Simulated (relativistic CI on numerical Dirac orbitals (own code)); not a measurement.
Rh²⁺ (4d7) in a crystal field

Calculated by Dirac-Coulomb-Breit CI, separate exchange-only KLI orbitals for each configuration, a model potential for QED, valence Slater integrals scaled by 0.8, one configuration in a parametric crystal field (own radial code).

Field parameters in Wybourne normalisation: D4h B²₀ = −7Ds, B⁴₀ = 21(Dq − Dt), B⁴₄ = 21√(5/14) Dq; Oh B⁴₀ = 21Dq, B⁴₄ = √(5/14) B⁴₀. The field is a parameter set, without covalency.

S and J are read from ⟨S²⟩ = S(S + 1) and ⟨J²⟩ = J(J + 1) of each level; they are not fictitious spins.

Oh, 10Dq = 28100 cm⁻¹, the lowest 16 levels:

```tsv
E (cm⁻¹)	Degeneracy	Irrep	S	J
0.0	4	Γ8	0.52	3.96
12995	2	Γ6	1.50	4.13
13713	4	Γ8	1.49	3.73
15050	2	Γ7	1.50	2.87
15128	4	Γ8	1.49	3.00
25607	4	Γ8	0.52	4.49
26679	2	Γ6	0.51	4.79
26739	4	Γ8	0.52	3.94
27074	2	Γ7	0.51	3.72
30914	4	Γ8	0.52	2.88
31791	2	Γ6	0.51	2.64
40482	4	Γ8	1.49	3.61
40556	2	Γ6	1.50	3.68
41143	4	Γ8	1.48	3.47
41363	2	Γ7	1.43	3.27
41862	2	Γ7	0.64	3.58
```

Oh, 10Dq = 28550 cm⁻¹, the lowest 16 levels:

| E (cm⁻¹) | Degeneracy | Irrep | S | J |
| --- | --- | --- | --- | --- |
| 0.0 | 4 | Γ8 | 0.52 | 3.96 |
| 13439 | 2 | Γ6 | 1.50 | 4.13 |
| 14155 | 4 | Γ8 | 1.49 | 3.73 |
| 15489 | 2 | Γ7 | 1.50 | 2.87 |
| 15564 | 4 | Γ8 | 1.49 | 3.00 |
| 26048 | 4 | Γ8 | 0.51 | 4.50 |
| 27115 | 2 | Γ6 | 0.51 | 4.79 |
| 27180 | 4 | Γ8 | 0.52 | 3.93 |
| 27514 | 2 | Γ7 | 0.51 | 3.72 |
| 31365 | 4 | Γ8 | 0.52 | 2.88 |
| 32239 | 2 | Γ6 | 0.51 | 2.64 |
| 41364 | 4 | Γ8 | 1.49 | 3.62 |
| 41438 | 2 | Γ6 | 1.50 | 3.68 |
| 42019 | 4 | Γ8 | 1.48 | 3.47 |
| 42165 | 2 | Γ7 | 1.14 | 3.49 |
| 42438 | 2 | Γ7 | 1.03 | 3.36 |

D4h, 10Dq = 28100, Ds = 2240, Dt = 540 cm⁻¹, the lowest 16 levels:

```tsv
E (cm⁻¹)	Degeneracy	Irrep	S	J
0.0	2	Γ6	0.52	3.97
11144	2	Γ7	0.57	3.95
14066	2	Γ6	1.49	3.79
14180	2	Γ7	1.50	3.52
17350	2	Γ6	1.49	3.81
17982	2	Γ6	1.49	3.37
18392	2	Γ7	1.49	3.17
18969	2	Γ7	1.47	3.15
21476	2	Γ7	0.52	3.98
22820	2	Γ6	0.52	3.77
26074	2	Γ6	0.52	4.66
27821	2	Γ7	0.52	3.21
30341	2	Γ6	0.54	4.25
30580	2	Γ7	0.52	4.33
31096	2	Γ6	0.54	3.25
34191	2	Γ6	0.53	3.06
```

Principal g values of the ground doublet: 2.00, 2.34, 2.34.

The free-ion ground term has S = 3/2. The field overcomes the spin-pairing energy for Oh, 10Dq = 28100 cm⁻¹; Oh, 10Dq = 28550 cm⁻¹; D4h, 10Dq = 28100, Ds = 2240, Dt = 540 cm⁻¹, where the ground state has lower spin; these fields are assumed values.

Levels of this model without a field, named by their leading LS term (the scale mimics covalency, so terms lie below those of the real free ion): 4F_9/2 0, 4F_7/2 2028, 4F_5/2 3310, 4F_3/2 4118, 4P_3/2 11953, 4P_5/2 12087, 2G_9/2 12435, 4P_1/2 13391 cm⁻¹.
